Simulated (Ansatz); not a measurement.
C$_{5}$H$_{8}$OS (`O=C1CCSCC1`), relaxed with RKS PBE-D4/def2-SVP in the Gaussian-basis code of Ansatz from a rough embedded geometry. The force threshold is 0.03 eV/Å; the program also tests the step.

Total charge 0; spin multiplicity 1.

Start:

```xyz
15

O     0.147    2.481   -0.281
C     0.076    1.288   -0.144
C     0.941    0.526    0.837
C     1.324   -0.853    0.331
S    -0.119   -1.972    0.234
C    -1.420   -0.746   -0.151
C    -0.882    0.432   -0.944
H     1.835    1.117    1.048
H     0.380    0.434    1.772
H     2.023   -1.339    1.011
H     1.780   -0.795   -0.658
H    -1.865   -0.414    0.788
H    -2.171   -1.290   -0.722
H    -1.703    1.060   -1.295
H    -0.346    0.070   -1.827
```

```
step  energy (eV)  largest force (eV/Å)  largest move (Å)
   1  -18175.5098                 1.276             0.000
   2  -18175.5925                 0.197             0.049
   3  -18175.5996                 0.080             0.038
   4  -18175.6001                 0.037             0.008
   5  -18175.6002                 0.017             0.003
```

End:

```xyz
15

O     0.147    2.502   -0.282
C     0.076    1.293   -0.145
C     0.973    0.533    0.829
C     1.335   -0.874    0.353
S    -0.119   -1.997    0.230
C    -1.433   -0.769   -0.167
C    -0.914    0.443   -0.939
H     1.875    1.153    1.009
H     0.431    0.468    1.800
H     2.027   -1.364    1.066
H     1.854   -0.829   -0.628
H    -1.935   -0.446    0.770
H    -2.185   -1.322   -0.765
H    -1.739    1.108   -1.268
H    -0.393    0.100   -1.863
```

Hardware: 2 threads of an AMD EPYC 7R13 on a shared host. Wall time 18 s, peak host memory 0.26 GiB.
